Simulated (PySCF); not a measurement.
Electronic absorption of C7H13FO2

Compound: C7H13FO2.
SMILES: `CO[C@@]1(F)CCCCOC1`

Method used: PySCF, TDDFT PBE0/def2-SVPD, vertical, gas phase, core orbitals frozen in the response. Isolated species at its PBE0-D3(BJ)/def2-SVP geometry (one conformer only).

Task: Predict the UV-vis stick spectrum at this level.

Result: 

| state | E (eV) | λ (nm) | ν̃ (cm⁻¹) | f | main configurations (H = HOMO, L = LUMO) |
| --- | --- | --- | --- | --- | --- |
| S1 | 6.94 | 178.6 | 56000 | 0.0065 | H→L (93%) |
| S2 | 7.39 | 167.8 | 59600 | 0.018 | H→L+1 (93%) |
| S3 | 7.64 | 162.3 | 61630 | 0.0033 | H→L+2 (78%) |
| S4 | 7.74 | 160.1 | 62450 | 0.017 | H→L+3 (90%) |
| S5 | 8.07 | 153.6 | 65090 | 0.028 | H→L+4 (43%), H→L+5 (36%), H→L+2 (9%) |
| S6 | 8.10 | 153.0 | 65360 | 0.0081 | H→L+5 (49%), H→L+4 (42%) |
| S7 | 8.15 | 152.2 | 65710 | 0.0016 | H-1→L (84%) |
| S8 | 8.37 | 148.2 | 67490 | 0.0066 | H-2→L (50%), H→L+6 (29%), H-1→L+1 (9%) |
| S9 | 8.39 | 147.7 | 67680 | 0.020 | H→L+6 (56%), H-2→L (26%) |
| S10 | 8.54 | 145.2 | 68850 | 0.0021 | H→L+7 (51%), H→L+8 (13%) |

Triplets (Tamm–Dancoff): T1 6.83 eV, H→L (88%); T2 7.27 eV, H→L+1 (85%); T3 7.48 eV, H→L+2 (47%), H→L+5 (15%), H→L+3 (8%); T4 7.62 eV, H→L+3 (58%), H→L+2 (23%).

The lowest singlet comes at 179 nm (670 kJ/mol) in the vacuum ultraviolet; it is weak; its leading configuration is HOMO→LUMO (93%). The most intense listed level is S5 at 8.07 eV (154 nm, f = 0.028), 1.13 eV above S1. Löwdin shares by element: HOMO oxygen 57%, carbon 15% or more (atoms not listed hold the other 29%); LUMO carbon 20% or more, hydrogen 12% or more (atoms not listed hold the other 67%). Orbital energies (eV): HOMO-3 -9.01, HOMO-2 -8.80, HOMO-1 -8.49, HOMO -7.33, LUMO 0.67, LUMO+1 1.02, LUMO+2 1.40. The listed states span 1.59 eV, and the widest gap between neighbours is 0.45 eV (S1 to S2). The oscillator strengths of these states sum to 0.111; summed over the whole spectrum of an exact calculation they would give the number of electrons, 80 (Thomas–Reiche–Kuhn). All these states lie below the vertical ionisation energy of 9.18 eV (ΔSCF). Singlets were solved by full linear response, triplets in the Tamm–Dancoff approximation.

Without π bonds the low states are Rydberg-like; a valence basis with one diffuse set may place them up to an eV too high.
